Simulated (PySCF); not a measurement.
Correlation energy of Pt²⁺ (platinum, charge +2)

[Xe] 4f14 5d7 6p1, one real determinant (an excited configuration). Computed with PySCF 2.14 in def2-TZVPPD with the def2 core potential (60 electrons) (6s5p3d2f1g, 59 functions), with a scalar-relativistic core potential. Frozen: 5s2 5p6; 8 electrons correlated.

MP2 pair energies summed by pair of shells (mhartree):

```tsv
pair	energy	share (%)
5d-5d	-135.59	85.0
5d-6p	-23.93	15.0
```

Total MP2 correlation energy: -159.52 mhartree.

Same-spin part -71.66 and opposite-spin part -87.86 mhartree; SCS-MP2 scales them by 1/3 and 6/5 to -129.32 mhartree.

The reference is one real determinant that mixes LS terms of this configuration.
